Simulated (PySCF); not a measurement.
Si(vinyl)(OMe)3 (C5H12O3Si), SMILES C=C[Si](OC)(OC)OC.

Geometry: B3LYP-D3(BJ)/def2-SVP. The isomer is the one that the SMILES or the coordinates give; other isomers of the formula were not compared. One conformer was computed; it need not be the lowest.

Method: SMD-ωB97X/def2-SVP (PySCF).

Solvation free energies are E(SMD) − E(gas) at the gas-phase geometry, for 1 M in both phases. In vacuum the dipole moment is 1.07 D.

Problem. Estimate the solvation free energies in water, diethylether, acetone. (Estimate from the structure and the level; the computed values follow.)

Solution. 
```csv
solvent,ΔG(solv) (kcal/mol),its non-electrostatic (CDS) part,dipole (D)
water,-0.9,7.1,1.50
diethylether,-3.4,-0.5,1.26
acetone,-3.6,0.7,1.36
```
